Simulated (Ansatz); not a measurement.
Species: CAuClO, net charge -1, doublet state. The spin state was set by rule; other spins were not relaxed. 
Structure (B3LYP-D3(BJ)/def2-TZVP (Ansatz, a quantum-chemistry and plane-wave program) minimum search):
```
Au
C 1 2.0195
O 2 1.1851 1 134.50
Cl 1 2.3993 2 174.32 3 180.00
```
Charge -1, spin multiplicity 2.

Basis-set convergence of Hartree-Fock and CCSD correlation energies (hartree) with Ansatz. Cores are frozen in the correlated levels unless marked. UHF or UKS for open shells. Spin-orbit coupling is left out. The frozen core is the preceding noble-gas configuration, with the filled d and f shells of earlier blocks. Past Kr the def2 sets carry scalar-relativistic core potentials. This anion needs diffuse functions, which these sets lack.

```json
[
 {"basis": "def2-SVP", "functions": "78", "E(HF)": "-706.85402", "E(corr, CCSD)": "-0.71418"},
 {"basis": "def2-TZVPP", "functions": "160", "E(HF)": "___", "E(corr, CCSD)": "___"}
]
```

Problem. Complete the blanks.

Solution. 
- def2-TZVPP, E(HF): -707.16595
- def2-TZVPP, E(corr, CCSD): -0.95058
